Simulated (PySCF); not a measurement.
## Electron correlation in Cr (chromium, neutral)

[Ar] 3d5 4s1, high-spin 7S determinant. Calculation: PySCF 2.14, in 6-31G*; the non-relativistic Hamiltonian (point nucleus). Frozen: [Ar]; 6 electrons correlated.

MP2 pair energies summed by pair of shells (mhartree):

| pair | energy | share (%) |
| --- | --- | --- |
| 3d-3d | -49.87 | 89.2 |
| 3d-4s | -6.01 | 10.8 |

Total MP2 correlation energy: -55.88 mhartree.

Same-spin part -55.88 and opposite-spin part 0.00 mhartree; SCS-MP2 scales them by 1/3 and 6/5 to -18.63 mhartree.
